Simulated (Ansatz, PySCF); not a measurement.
Spin states of H2O2Ti (SMILES [OH][Ti][OH]), each relaxed with B3LYP-D3(BJ)/def2-TZVP.
State 1 (charge 0, multiplicity 3):
```xyz
5

Ti     0.095    -0.283     0.050
O      1.341     0.168    -1.204
H      1.903     0.564    -1.868
O     -1.313    -0.292     1.210
H     -2.080    -0.127     1.754
```
State 2 (charge 0, multiplicity 1):
```xyz
5

Ti     0.3164    -0.9537     0.1630
O      1.1595     0.0672    -1.0196
H      1.2857     0.8821    -1.5056
O     -1.0895    -0.3240     1.0454
H     -1.7260     0.3581     1.2595
```

Singlets are restricted, other states unrestricted; no spin–orbit coupling, no relativity up to Kr; see below for the cores. The largest T1 diagnostic is 0.089.

Run with Ansatz (Gaussian basis) for Hartree–Fock, density functionals and correlated methods; PySCF for the dispersion terms. Values without a source in brackets are computed.

Question: What is the computed energy of the multiplicity-1 state less that of the multiplicity-3 state (CAM-B3LYP/def2-TZVPP)?

Answer: 112 kJ/mol

Question: What energy of the multiplicity-1 state less that of the multiplicity-3 state does PBE0-D3(BJ)/def2-TZVPP give?

Answer: 115 kJ/mol

Question: What is the computed energy of the multiplicity-1 state less that of the multiplicity-3 state (B3LYP-D4/def2-TZVPP)?

Answer: 102 kJ/mol

Ansatz is a first-principles code.
